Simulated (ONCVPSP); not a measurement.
## iridium: one change to an ONCV potential, before and after

Ir (Z = 77), optimised norm-conserving Vanderbilt (ONCV), made with ONCVPSP 4.0.1 (LDA (Perdew-Wang 92), fully relativistic). Core [Xe] 4f14, reference 5d7 6s1 (charge +1). Waves: 6s: rc 2.50 bohr, ncon 3, nbas 6, qcut 2.8 1/bohr, 2 projectors, debl 3.8 Ha; p scattering state at 0.05 Ha: rc 2.05 bohr, ncon 3, nbas 7, qcut 3.8 1/bohr, 2 projectors, debl 0.6 Ha; 5d: rc 2.15 bohr, ncon 4, nbas 9, qcut 6.7 1/bohr, 3 projectors, debl 2.7 Ha. Local part: polynomial inside 1.75 bohr (lpopt 5, dvloc0 2 Ha). Core correction: Teter function, fcfact 3, rcfact 1.75.

Open shells are filled in proportion to 2j + 1.

Change: functional PBE.

Cutoffs: the cutoffs (Ha) at which the residual kinetic energy of the hardest occupied pseudo-wave falls to 1 and 0.1 mHa per electron; they do not see the model core or the augmentation charge, which bear on the density cutoff. Errors are all-electron minus pseudo energies relative to the spin-unpolarised reference configuration.

Problem. How do hardness, ghosts and transferability respond?

Solution. The potential gets neither clearly harder nor softer (16 Ha and 19 Ha → 16 Ha and 19 Ha); both files keep a bound ghost (p); of the 4 tests that both files solve, the error grows in 4 and shrinks in 0 by more than 15 % and 0.3 meV (median size 88.3 → 143.8 meV).

```csv
quantity,base,changed
"cutoff, loose",16 Ha,16 Ha
"cutoff, tight",19 Ha,19 Ha
loose cutoff by channel,"s 4.2 Ha, d 16 Ha","s 4.1 Ha, d 16 Ha"
bound ghosts,"p3/2, p1/2","p3/2, p1/2"
GHOST(+) flags under 300 eV,s at 57.7 eV,s at 57.3 eV
"error for 5d7 6s2, meV [ΔE -10.18 → -9.89 eV]",-37,-72
"error for 5d7 6s0, meV [ΔE 17.85 → 17.47 eV]",-74,-118
"error for 5d6 6s0, meV [ΔE 48.68 → 48.01 eV]",-299,-395
"error for 5d6 6s2 6p1, meV [ΔE -3.05 → -2.79 eV]",-103,-169
s: phases at 2.53 bohr within 0.05 rad from the reference energy up to (Ha; the scan ends near 5),1.5,1.5
p3/2: phases at 2.08 bohr within 0.05 rad from the reference energy up to (Ha; the scan ends near 5),to the end of the scan,to the end of the scan
p1/2: phases at 2.08 bohr within 0.05 rad from the reference energy up to (Ha; the scan ends near 5),to the end of the scan,to the end of the scan
d5/2: phases at 2.18 bohr within 0.05 rad from the reference energy up to (Ha; the scan ends near 5),to the end of the scan,to the end of the scan
d3/2: phases at 2.18 bohr within 0.05 rad from the reference energy up to (Ha; the scan ends near 5),to the end of the scan,to the end of the scan
"rms error of d²Exc/dni dnj with the model core, mHa",2.01,1.47
```

 A true bound ghost makes a file unfit for plane-wave use even where its test errors are small: the radial tests pick states by their node count and pass the ghost by.
